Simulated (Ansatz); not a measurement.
`[CH3][Ge]([Cl])([Cl])[Cl]` + H₂S → `[SH][Ge]([Cl])([Cl])[Cl]` + CH₄ at 600 K and 1 bar (ligand exchange at a Ge–C bond).

Isolated molecules relaxed with PBE0-D4/def2-TZVP in Ansatz; ΔE leaves out vibrations. CCSD(T)/CBS is the MP2 limit (def2-TZVPP, def2-QZVPP) plus CCSD(T) − MP2 in def2-TZVPP, frozen cores. This one scheme is used for every species. For Ge outer-core shells are correlated without core-valence functions, which leaves a few kJ/mol of doubt a bond. Scalar relativity is left out up to krypton. One conformer a species, not always the lowest.

```tsv
species	CCSD(T)/CBS energy (Eh)	H − E (kJ/mol)	S (J/(mol·K))
`[CH3][Ge]([Cl])([Cl])[Cl]`	-3495.45170	168.6	454.8
H₂S	-398.97279	60.8	230.9
`[SH][Ge]([Cl])([Cl])[Cl]`	-3853.97733	94.5	464.9
CH₄	-40.46206	140.4	215.7
```

H − E and S are ideal-gas, rigid-rotor, harmonic terms from PBE0-D4/def2-TZVP, for one conformer and one mirror image of each species. 1 Eh = 2625.50 kJ/mol, R = 8.31446 J/(mol·K).

Task: By hand: ΔE, ΔH, ΔS and ΔG.

Result: ΔE = (-3853.97733) + (-40.46206) − (-3495.45170) − (-398.97279) = -0.01490 Eh = -39.1 kJ/mol. Δ(H − E) = 94.5 + 140.4 − 168.6 − 60.8 = 5.5, so ΔH = -33.6 kJ/mol. ΔS = 464.9 + 215.7 − 454.8 − 230.9 = -5.1 J/(mol·K). ΔG = -33.6 − 600 × (-5.1)/1000 = -30.5 kJ/mol.

Task: By hand: the equilibrium constant, and the temperature at which ΔG would vanish if ΔH and ΔS stayed fixed.

Result: log₁₀ K = −ΔG/(RT ln 10) = 2.7. ΔG = 0 at ΔH/ΔS = 6588 K, far beyond where these terms or the molecules hold.

The number of gas molecules stays the same, so ΔS is small and ΔH decides. A doubt of 5 kJ/mol in ΔE shifts log₁₀ K by 0.4 here. Other conformers and mirror images would add mixing entropy, several J/(mol·K) or more a flexible species. These are equilibria of isolated gas molecules and say nothing of rates. Largest T1 diagnostic: 0.010 (customary marks: 0.02 for closed shells, 0.045 for open ones).
